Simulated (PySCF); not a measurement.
A structure optimised at PBE0-D3(BJ)/def2-SVP, used in a PySCF frequency run:

```
Ga
I 1 2.5329
I 1 2.5329 2 121.06
```
Charge 0, spin multiplicity 2.

Write its SMILES, formula and point group.

[I][Ga][I], GaI2, C2v

What are its rotational constants (standard atomic weights)?

5.9510, 0.40944, 0.38308 GHz
